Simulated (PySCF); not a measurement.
## SI: everyday levels beside a composite calculation

PySCF; the state is a doublet (π ↑). The composite is CCSD(T) extrapolated to the basis-set limit from two correlation-consistent sets, with core-valence (CV) and scalar-relativistic (SR) terms as its label shows; it has no spin–orbit coupling and nothing beyond (T). Here it is CCSD(T)/CBS(TQ). It gives Re = 2.317 Å, ωe = 406 cm⁻¹ and De = 2.38 eV to S + I.

```json
{"level": "UHF", "basis": "x2c-TZVPPall", "relativity": "spin-free X2C", "Re (Å)": "2.339", "ωe (cm⁻¹)": "400", "De (eV)": "0.73"}
{"level": "UHF-CCSD", "basis": "cc-pV(D+d)Z/cc-pVDZ-PP", "relativity": "scalar-relativistic core potentials", "Re (Å)": "2.374", "ωe (cm⁻¹)": "371", "De (eV)": "1.56"}
{"level": "UHF-CCSD(T)", "basis": "def2-SVP", "relativity": "scalar-relativistic core potentials", "Re (Å)": "2.385", "ωe (cm⁻¹)": "360", "De (eV)": "1.66"}
{"level": "LDA", "basis": "cc-pV(D+d)Z/cc-pVDZ-PP", "relativity": "scalar-relativistic core potentials", "Re (Å)": "2.322", "ωe (cm⁻¹)": "409", "De (eV)": "3.30"}
{"level": "PBE", "basis": "x2c-TZVPPall", "relativity": "spin-free X2C", "Re (Å)": "2.323", "ωe (cm⁻¹)": "401", "De (eV)": "2.81"}
{"level": "BLYP", "basis": "x2c-TZVPPall", "relativity": "spin-free X2C", "Re (Å)": "2.359", "ωe (cm⁻¹)": "375", "De (eV)": "2.56"}
{"level": "TPSS", "basis": "def2-SVP", "relativity": "scalar-relativistic core potentials", "Re (Å)": "2.359", "ωe (cm⁻¹)": "381", "De (eV)": "2.45"}
{"level": "B97-3", "basis": "x2c-TZVPPall", "relativity": "spin-free X2C", "Re (Å)": "2.314", "ωe (cm⁻¹)": "411", "De (eV)": "2.47"}
{"level": "M06-2X", "basis": "x2c-TZVPPall", "relativity": "spin-free X2C", "Re (Å)": "2.309", "ωe (cm⁻¹)": "410", "De (eV)": "2.14"}
{"level": "B2PLYP", "basis": "def2-SVP", "relativity": "scalar-relativistic core potentials", "Re (Å)": "2.361", "ωe (cm⁻¹)": "382", "De (eV)": "1.99"}
```

Problem. Give the difference of each row from the composite.

Solution. 

| level | basis | ΔRe (pm) | Δωe (%) | ΔDe (eV) |
| --- | --- | --- | --- | --- |
| UHF | x2c-TZVPPall | +2.2 | -1.5 | -1.65 |
| UHF-CCSD | cc-pV(D+d)Z/cc-pVDZ-PP | +5.7 | -8.6 | -0.82 |
| UHF-CCSD(T) | def2-SVP | +6.8 | -11.3 | -0.72 |
| LDA | cc-pV(D+d)Z/cc-pVDZ-PP | +0.5 | +0.7 | +0.92 |
| PBE | x2c-TZVPPall | +0.6 | -1.2 | +0.43 |
| BLYP | x2c-TZVPPall | +4.2 | -7.6 | +0.18 |
| TPSS | def2-SVP | +4.2 | -6.2 | +0.07 |
| B97-3 | x2c-TZVPPall | -0.3 | +1.2 | +0.09 |
| M06-2X | x2c-TZVPPall | -0.8 | +1.0 | -0.24 |
| B2PLYP | def2-SVP | +4.4 | -5.9 | -0.39 |

Problem. Which rows come closest in De?

Solution. TPSS in def2-SVP (+0.07 eV), counted from the composite.

Correlated steps freeze the inner cores (9 to 14 orbitals); shallow outer-core shells are correlated. Correlated levels converge slowly with the basis: in double zeta they bind strong bonds too weakly, by up to about 1 eV, and carry superposition errors of some tenths. These are scalar-relativistic numbers at best; spin–orbit coupling would shift them, the dissociation energy most. Counting both spins, an empty level lies below a filled one in some of these solutions, because spin and occupation are held. B2PLYP dipoles, levels and charges come from its SCF part alone. The state is the lowest determinant that a PBE0 search found; another state may lie lower at other levels.
